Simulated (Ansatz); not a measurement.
Cartesian coordinates in Å:
```
O 1.040 2.233 0.693
C 0.563 1.172 0.460
C 0.097 0.606 -0.822
C -0.359 -0.620 -0.578
I -1.158 -2.012 -1.838
C -0.203 -0.893 0.884
O -0.486 -1.862 1.503
O 0.357 0.224 1.448
H 0.150 1.152 -1.750
```

The species carries charge 0 and has multiplicity 1. I takes the def2 core potential.

(1) List the ωB97M-V/def2-TZVPP orbital energies in eV (Ansatz). (An estimate is asked.)

Results:

(1) The calculation gave: Occupied: -528.50, -527.04, -526.97, -286.30, -286.22, -284.43, -283.47, -191.91, -137.78, -137.43, -137.41, -56.68, -56.56, -56.54, -56.24, -56.24, -35.43, -33.58, -32.53, -27.31, -23.88, -22.46, -20.78, -19.45, -17.53, -17.38, -16.34, -15.98, -14.98, -14.95, -14.09, -13.00, -12.28, -12.19, -11.25, -10.63, -10.28. Lowest empty: -1.21, 0.55, 2.85, 2.97, 3.33, 3.38, 4.22, 5.07.
